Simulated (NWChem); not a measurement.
Everything below was run with NWChem. System: FS, charge 0, spin multiplicity 2, at a geometry optimised with UB3LYP/def2-SVP. The structure started from a generated list of species. Its SCF solution wasn't tested for a lower state. Level: ROCCSDT/cc-pVDZ, 6 core orbitals frozen.

Output (cleaned and shortened):

```
             Northwest Computational Chemistry Package (NWChem) 7.3.0
             --------------------------------------------------------

                                NWChem Input Module
                                -------------------

 Scaling coordinates for geometry "geometry" by  1.889725989
 (inverse scale =  0.529177249)

 Turning off AUTOSYM since
 SYMMETRY directive was detected!

                             Geometry "geometry" -> ""
                             -------------------------

 Output coordinates in angstroms (scale by  1.889725989 to convert to a.u.)

  No.       Tag          Charge          X              Y              Z
 ---- ---------------- ---------- -------------- -------------- --------------
    1 S                   16.0000     0.00000000     0.00000000     0.58615500
    2 F                    9.0000     0.00000000     0.00000000    -1.04205400

 Effective nuclear repulsion energy (a.u.)      46.8008246214

            Nuclear Dipole moment (a.u.)
            ----------------------------
        X                 Y               Z
 ---------------- ---------------- ----------------
     0.0000000000     0.0000000000    -0.0000113384

      Symmetry information
      --------------------

 Group name             C2v
 Group number             16
 Group order               4
 No. of unique centers     2

      Symmetry unique atoms

     1    2


 Summary of "ao basis" -> "" (spherical)
 ------------------------------------------------------------------------------
       Tag                 Description            Shells   Functions and Types
 ---------------- ------------------------------  ------  ---------------------
 *                          cc-pvdz                   on all atoms

 Summary of "ao basis" -> "ao basis" (spherical)
 ------------------------------------------------------------------------------
       Tag                 Description            Shells   Functions and Types
 ---------------- ------------------------------  ------  ---------------------
 S                          cc-pvdz                  8       18   4s3p1d
 F                          cc-pvdz                  6       14   3s2p1d

                                 NWChem SCF Module
                                 -----------------

  ao basis        = "ao basis"
  functions       =    32
  atoms           =     2
  closed shells   =    12
  open shells     =     1
  charge          =   0.00
[...]
     2   0 1 1      0.000000      0.000000      0.000000
     2   0 0 2    -12.782027     -2.470573     54.530623

                   NWChem Extensible Many-Electron Theory Module
                   ---------------------------------------------


            General Information
            -------------------
      Number of processors :     1
         Wavefunction type : Restricted open-shell Hartree-Fock
          No. of electrons :    25
           Alpha electrons :    13
            Beta electrons :    12
           No. of orbitals :    64
            Alpha orbitals :    32
             Beta orbitals :    32
        Alpha frozen cores :     6
         Beta frozen cores :     6
     Alpha frozen virtuals :     0
      Beta frozen virtuals :     0
         Spin multiplicity : doublet
    Number of AO functions :    32
       Number of AO shells :    14
        Use of symmetry is : on
      Symmetry adaption is : on
         Schwarz screening : 0.10D-09

          Correlation Information
          -----------------------
          Calculation type : Coupled-cluster singles, doubles, & triples
   Perturbative correction : none
            Max iterations :      100
        Residual threshold : 0.10D-05
     T(0) DIIS level shift : 0.00D+00
     L(0) DIIS level shift : 0.00D+00
     T(1) DIIS level shift : 0.00D+00
     L(1) DIIS level shift : 0.00D+00
     T(R) DIIS level shift : 0.00D+00
     T(I) DIIS level shift : 0.00D+00
   CC-T/L Amplitude update :  5-th order DIIS
                I/O scheme : Global Array Library
        L-threshold :  0.10D-05
        EOM-threshold :  0.10D-05
 no EOMCCSD initial starts read in
 TCE RESTART OPTIONS
 SLICE:      F
 D4D5:       F
 quantumc:   F
 qrotation:  F
 pwtce:      F
 qducc:      F
 nacto:                         0
 nrotv:                         0
 nrot:                          0

            Memory Information
            ------------------
          Available GA space size is     249034752 doubles
          Available MA space size is     104854620 doubles

 Maximum block size supplied by input
 Maximum block size        24 doubles

 tile_dim =      9

 -------------------------------------------------

 Global array virtual files algorithm will be used

 Parallel file system coherency ......... OK

 4-electron integrals stored in orbital form

 v2    file size   =            30497
 4-index algorithm nr.  13 is used
 imaxsize =       30
 imaxsize ichop =        0
 IN MAPPING 1 for UCC(4),CCSDT,CCSDTQ


 CCSDT iterations
 --------------------------------------------------------
 Iter          Residuum       Correlation     Cpu    Wall
 --------------------------------------------------------
    1   0.5034530693019  -0.3008899159093     4.1     4.1
    2   0.1582418074553  -0.3052255042964     4.9     4.9
    3   0.1906671441725  -0.3228388278601     4.7     4.7
    4   0.1596998386305  -0.3178112565312     4.8     4.8
    5   0.1817202813571  -0.3256190254426     4.4     4.4
    6   0.0127918538499  -0.3236935112242     2.8     2.8
    7   0.0065417326801  -0.3232770066452     2.8     2.8
    8   0.0052072810153  -0.3233352193908     2.8     2.8
    9   0.0027203837900  -0.3233534624045     2.8     2.8
   10   0.0028743175799  -0.3234110816662     2.8     2.8
   11   0.0007354286815  -0.3234771204445     3.2     3.2
   12   0.0004212352909  -0.3234522292252     4.3     4.3
   13   0.0003253146624  -0.3234687899728     2.8     2.8
   14   0.0002510140833  -0.3234608987812     2.9     2.9
   15   0.0002396740209  -0.3234693542378     3.0     3.0
   16   0.0000589572117  -0.3234685664710     3.0     3.0
   17   0.0000339948767  -0.3234665416711     2.9     2.9
   18   0.0000242840007  -0.3234667371487     2.9     2.9
   19   0.0000171447726  -0.3234666837211     2.9     2.9
   20   0.0000139355093  -0.3234668958450     2.8     2.8
   21   0.0000049038484  -0.3234671364069     2.8     2.8
   22   0.0000031071766  -0.3234669262516     2.8     2.8
   23   0.0000022023567  -0.3234670249339     2.8     2.8
   24   0.0000020043874  -0.3234669596667     2.8     2.8
   25   0.0000017360069  -0.3234670199468     2.9     2.9
   26   0.0000004402847  -0.3234670010920     2.9     2.9
 --------------------------------------------------------
 Iterations converged
 CCSDT correlation energy / hartree =        -0.323467001092024
 CCSDT total energy / hartree       =      -497.226607146165350

 Singles contributions

 Doubles contributions

 Task  times  cpu:       87.1s     wall:       87.1s

 Total times  cpu:       87.2s     wall:       87.2s
```

Question: Write an NWChem input that would produce this output.

Answer: This is not unique; one that fits is 
```
start mol
memory heap 100 mb stack 700 mb global 1900 mb
geometry units angstroms nocenter noautoz
  S      0.000000     0.000000     0.586155
  F      0.000000     0.000000    -1.042054
  symmetry group C2v
end
basis spherical
  * library cc-pvdz
end
scf
  rohf
  nopen 1
  maxiter 100
  thresh 1e-7
  semidirect memsize 60000000 filesize 0
  # guess.movecs holds the orbitals of an unrestricted PBE0 run
  vectors input guess.movecs swap 12 13 output mol.movecs
end
tce
  freeze core 6
  ccsdt
  2eorb
  2emet 13
  thresh 1e-6
  maxiter 100
  tilesize 24
end
task tce energy
```
